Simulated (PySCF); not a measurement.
# One molecule, several mistakes: CGeH10Si2

All numbers below are calculated, not measured. The program is PySCF 2.14.0, an open-source quantum chemistry code, run on an isolated molecule that a program drew, which may never have been made. The molecule is CGeH10Si2 (charge 0, singlet), drawn as the SMILES string `[SiH3][SiH2][CH2][GeH3]`.

Each row is a Hartree-Fock (HF) and frozen-core CCSD(T) single point in the cc-pV(D+d)Z basis, meant for a local HF minimum. Run 1 is clean. Each other run has one planted mistake out of seven kinds, and not every kind appears here: one electron removed, one electron added, multiplicity raised by two, geometry at a saddle point, minimal basis STO-3G, one bond length entered in bohr, all coordinates scaled. The reference is restricted for singlets and unrestricted otherwise, and also for a bond in bohr. Adding or removing an electron swaps singlet and doublet. Electrons count all cores. HOMO and LUMO are orbital energies over both spins, the gradient is its largest component, and the lowest frequency (negative if imaginary) is given only where the gradient is small. Bond lengths are over the 13 bonds as drawn. T1 is the CCSD diagnostic: over 0.02 (restricted) or 0.045 (unrestricted) a single reference is doubtful. Germanium has the cc-pVDZ-PP basis, with a core potential (ECP10MDF) in place of its 10 inner electrons, and its 3s, 3p and 3d shells are frozen in CCSD(T).

Geometry of the clean run:
```xyz
14
CGeH10Si2, angstrom
Si    1.3647    1.2412   -0.6625
Si   -0.8252    0.4064   -1.0163
C    -1.7954    0.1396    0.5830
Ge   -1.1245   -1.2181    1.8438
H     1.3240    2.4587    0.1865
H     2.2273    0.2354    0.0042
H     1.9784    1.5970   -1.9659
H    -1.5502    1.3780   -1.8767
H    -0.7323   -0.8727   -1.7666
H    -1.8633    1.0893    1.1238
H    -2.8196   -0.1437    0.3174
H     0.2630   -0.8231    2.3646
H    -1.0216   -2.5833    1.1537
H    -2.0824   -1.3345    3.0352
```

| run | electrons | basis functions | <S^2> | HOMO (eV) | LUMO (eV) | gradient (hartree/bohr) | lowest frequency (cm^-1) | mean bond (Å) | longest bond (Å) | T1 | HF (hartree) | CCSD(T) (hartree) | mistake |
|---|---|---|---|---|---|---|---|---|---|---|---|---|---|
| 1 | 76 | 133 | 0.000 | -10.67 | 3.32 | 3.9e-05 | 40 | 1.5727 | 2.370 | 0.0112 | -914.93077 | -915.48173 | no fault |
| 2 | 76 | 133 | 0.000 | -10.39 | 2.95 | 4.3e-02 | - | 1.6907 | 2.548 | 0.0119 | -914.87406 | -915.43630 | all coordinates scaled |
| 3 | 77 | 133 | 0.758 | 2.41 | 7.93 | 4.1e-02 | - | 1.5727 | 2.370 | 0.0223 | -914.82372 | -915.40256 | ? |
| 4 | 76 | 133 | 2.010 | -3.82 | -1.93 | 3.0e-02 | - | 1.5727 | 2.370 | 0.0182 | -914.69587 | -915.24107 | ? |

**Which mistake was planted in run 3, and what did it cost?**

It counts 77 electrons, one more than the clean run, at the same geometry and basis. So the mistake is: one electron added. Subtracting run 1 and multiplying by 627.51 kcal/mol a hartree, the energy moved by 67.2 kcal/mol in HF and 49.7 kcal/mol in CCSD(T).

**Which mistake was planted in run 4, and what did it cost?**

Electrons, basis and geometry are unchanged, and <S^2> is 2.010, beside S(S+1) = 2.00 for a multiplicity of 3. So the mistake is: multiplicity raised by two. Subtracting run 1 and multiplying by 627.51 kcal/mol a hartree, the energy moved by 147.4 kcal/mol in HF and 151.0 kcal/mol in CCSD(T).

Cautions from the logs. Run 3: the HOMO is above zero, so the electron isn't bound and the energy depends on the basis.
